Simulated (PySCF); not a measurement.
FeCl2 (quintet). Computed with UPBE0 in PySCF with Fe def2-TZVP, Cl def2-TZVP; no relativity; density-fitted integrals.

Harmonic bands of its minimum:

| ω (cm⁻¹) | IR (km/mol, summed over degenerate members) | degeneracy |
| --- | --- | --- |
| 84 | 35.9 | 2 |
| 349 | 0.0 | 1 |
| 498 | 160 | 1 |

Question: The central atom is Fe. Infer the point group and assign the bands.

Answer: D∞h. The modes span πu + σg+ + σu+: 84 πu, 349 σg+, 498 σu+. The computed geometry has Fe–Cl 2.136 Å (×2); Cl–Fe–Cl 180.0°.

This need not be the most stable arrangement of these atoms. Open d and f shells are described by one determinant, and the ground state may have another occupation or spin.
